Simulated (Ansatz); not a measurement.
Consider the redistribution: `[F][Sb]([Cl])[Cl]` + `C[O][AlH][SeH]` → `C[O][Sb]([Cl])[Cl]` + `[F][AlH][SeH]`.

Calculated with Ansatz (gas phase, PBE0-D4/def2-TZVP geometries, no zero-point term in ΔE). CCSD(T)/CBS is the MP2 limit (def2-TZVPP, def2-QZVPP) plus CCSD(T) − MP2 in def2-TZVPP, frozen cores. Functionals use def2-TZVPP. B3LYP here is the variant with VWN-RPA as its local correlation; programs differ in this. Elements past krypton have def2 core potentials. For Sb, Se outer-core shells are correlated without core-valence functions, which leaves a few kJ/mol of doubt a bond. Scalar relativity is left out up to krypton. Each species was taken in one conformer, which may not be the lowest.

| level | ΔE (kJ/mol) | difference from CCSD(T)/CBS |
| --- | --- | --- |
| PBE-D4 | -29.0 | 9.8 |
| B3LYP-D4 | -30.5 | 8.3 |
| ωB97X-V | -30.9 | 7.9 |
| ωB97M-V | -31.6 | 7.2 |
| B3LYP | -25.9 | 12.9 |
| SCS-MP2/def2-TZVPP | -40.2 | -1.4 |
| CCSD/def2-TZVPP | -38.0 | 0.8 |
| MP2/def2-QZVPP | -42.8 | -4.0 |
| SCS-MP2/def2-QZVPP | -39.0 | -0.2 |
| MP2/CBS(def2) | -43.3 | -4.5 |
| CCSD(T)/CBS | -38.8 | 0 |

Largest T1 diagnostic among the species: 0.014.

In def2-TZVPP, CCSD(T) changes the Hartree–Fock value by −10.8 kJ/mol (the triples alone add −1.6 kJ/mol) and MP2 by −15.3 kJ/mol. The D4 term adds −4.7 kJ/mol with B3LYP and −2.5 kJ/mol with PBE0; it sums over pairs of atoms, weighted by their polarisabilities, and B3LYP, whose exchange is more repulsive, gets the larger term.
